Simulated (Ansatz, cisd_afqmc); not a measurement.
System: GaH2Cl, charge 0, singlet. GaH2Cl (SMILES [GaH2][Cl]).
B3LYP-D3(BJ)/def2-TZVP minimum from Ansatz (a program for electronic structure):
```
Ga
H 1 1.5569
H 1 1.5569 2 129.92
Cl 1 2.1661 2 115.04 3 180.00
```

Total energies in def2-SVP, 12 correlated electrons, 19 frozen orbitals. Radicals and triplets start from unrestricted determinants; spin-orbit coupling is neglected. Cores are frozen in correlated methods (noble-gas shells, and filled d and f shells in the p block). No relativity. AFQMC/CISD: phaseless, guided by CISD from CCSD amplitudes; bars are statistical, one sigma. Outlying blocks are dropped, and bars are widened where a walk drifts. Over all cases where full CI ran beside it in this data, AFQMC minus full CI had a median of +0.1 mEh and passed +0.4 mEh in a tenth of the cases.

The bar of a AFQMC/CISD walk is widened from 0.22 to 0.29 mEh, since its error had not levelled off in the blocking analysis, or few joins of blocks were possible.

```json
[
 {"method": "HF", "program": "Ansatz", "energy (Eh)": "-2383.56448", "minus CCSDTQ (mEh)": "232.33"},
 {"method": "MP2", "program": "Ansatz", "energy (Eh)": "-2383.76411", "minus CCSDTQ (mEh)": "32.70"},
 {"method": "CCSD", "program": "Ansatz", "energy (Eh)": "-2383.79164", "minus CCSDTQ (mEh)": "5.17"},
 {"method": "CCSD(T)", "program": "Ansatz", "energy (Eh)": "-2383.79590", "minus CCSDTQ (mEh)": "0.92"},
 {"method": "CCSDT(Q)", "program": "Ansatz", "energy (Eh)": "-2383.79681", "minus CCSDTQ (mEh)": "0.00"},
 {"method": "CCSDTQ", "program": "Ansatz", "energy (Eh)": "-2383.79681", "minus CCSDTQ (mEh)": "0.00"},
 {"method": "AFQMC/CISD", "program": "cisd_afqmc", "energy (Eh)": "-2383.7965 ± 0.0003", "minus CCSDTQ (mEh)": "0.3 ± 0.3"}
]
```

Rough core times of Ansatz's runs on a shared machine: CCSD(T) under 20 s, CCSDT(Q) under 20 s, CCSDTQ 10 min.
